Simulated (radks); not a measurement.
Charge is removed step by step from the 4s1/2 level of the arsenic ion As2+, starting from [Ar] 3d10 4s2 4p1. Method: Dirac Kohn-Sham, PBE, spin-unpolarised, spherical densities, finite nucleus; open shells fill j = l - 1/2 first; Fermi nuclear charge, rms radius 4.0968 fm; computed with a radial shooting solver on a logarithmic mesh with Libxc functionals.

removed (e)  E - E(0) (eV)  eigenvalue (eV)  E minus straight line (eV)
0                    0.000          -33.388                       0.000
0.25                 8.708          -36.286                      -1.107
0.5                 18.147          -39.231                      -1.483
0.75                28.327          -42.219                      -1.118
1                   39.260          -45.248                       0.000

Removing the whole electron costs 39.260 eV by Delta-SCF, against 33.388 eV from minus the eigenvalue at the starting occupation. Slater's transition state (half an electron removed) gives 39.231 eV. Integrating minus the eigenvalue over the occupation (Janak's theorem) gives 39.260 eV. The mean slope of the eigenvalue, de/dn, is 11.9 eV per electron.
